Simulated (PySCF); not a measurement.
# Computed properties of CH₄MgS₂, SMILES [SH][Mg][S]C

Mg(SH)(SMe) (CH4MgS2), SMILES C[S][Mg][SH]. Geometry optimised at PBE0-D3(BJ)/def2-SVP. The values are those of a single conformer. All values are computed for the isolated molecule unless a solvent is named; none is compared with measurement here.

**Structure.** All 18 harmonic modes at PBE0-D3(BJ)/def2-SVP (PySCF) are real, so it is a minimum. With heavy atoms numbered as in [Mg:1]([SH:2])[S:4][CH3:5], the shortest bond between them is S4–C5 at 1.833 Å and the longest Mg1–S2 at 2.308 Å.

**Vibrations.** The strongest infrared lines (harmonic, unscaled, degenerate partners summed) lie at 559 cm⁻¹ (93 km/mol, Mg 59 %, S 26 %, H 14 %), 110 cm⁻¹ (34 km/mol, Mg 64 %, S 25 %, H 11 %), 3064 cm⁻¹ (29 km/mol, H 98 %). The softest mode is at 60 cm⁻¹ and the zero-point energy is 29.9 kcal/mol.

**Electronic structure.** CAM-B3LYP/def2-TZVPD (PySCF) places the frontier levels at -7.98 and -0.74 eV, a gap of 7.24 eV, and gives a dipole moment of 1.50 D and a mean polarisability of 85.6 bohr³.

**Excitations.** TDA-M06-2X/def2-SVPD (PySCF) has S1 at 4.07 eV (305 nm, f = 0.026, weak); the most intense of the 10 singlets computed lies at 5.80 eV (f = 0.23). T1 (TDA) is at 3.80 eV, 0.27 eV under S1. No vertical singlet excitation falls in the visible range (under 3.1 eV).

**NMR.** GIAO shifts at PBE0/pcSseg-1 (PySCF) (non-relativistic, atoms alike by connectivity averaged): ¹³C at 11.9 ppm against TMS; ¹H from -0.7 to 2.3 ppm against TMS.
